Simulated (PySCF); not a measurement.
1,2-dihydrosiline (C5H8Si), SMILES C1=CC[SiH2]C=C1. Atoms are numbered in the order given.

```xyz
14

C      0.9373     1.3734    -0.4881
C     -0.3689     1.3999    -0.8219
C     -1.4140     0.4202    -0.3511
Si    -0.6904    -1.2282     0.2565
C      1.0526    -0.7985     0.7745
C      1.5984     0.3647     0.3524
H      1.5779     2.1794    -0.8588
H     -0.7186     2.2259    -1.4521
H     -1.9693     0.8809     0.4901
H     -2.1714     0.2582    -1.1359
H     -1.4981    -1.7732     1.3880
H     -0.6916    -2.2634    -0.8251
H      1.6712    -1.4713     1.3783
H      2.6340     0.5999     0.6290
```
Charge 0, spin multiplicity 1.

Geometry optimised at B3LYP-D3(BJ)/def2-SVP. Other conformers were not sampled.

The numbers are results of PBE/pcSseg-1 (PySCF), not measurements.

GIAO shieldings, no solvent; atoms listed in one row are averaged. δ = σ(ref) − σ: ¹³C against TMS (σ = 182.0 ppm); ²⁹Si against TMS (σ = 335.4 ppm); ¹H against TMS (σ = 31.49 ppm), references at their B3LYP-D3(BJ)/def2-TZVP geometries, non-relativistic.

| nucleus | atoms | count | δ (ppm) |
|---|---|---|---|
| ¹³C | C6 | 1 | 152.4 |
| ¹³C | C2 | 1 | 138.2 |
| ¹³C | C1 | 1 | 135.4 |
| ¹³C | C5 | 1 | 124.3 |
| ¹³C | C3 | 1 | 12.1 |
| ²⁹Si | Si4 | 1 | -61.6 |
| ¹H | H14 | 1 | 7.09 |
| ¹H | H8 | 1 | 6.42 |
| ¹H | H13 | 1 | 6.25 |
| ¹H | H7 | 1 | 6.25 |
| ¹H | H12 | 1 | 4.95 |
| ¹H | H11 | 1 | 4.75 |
| ¹H | H9 | 1 | 2.26 |
| ¹H | H10 | 1 | 1.98 |
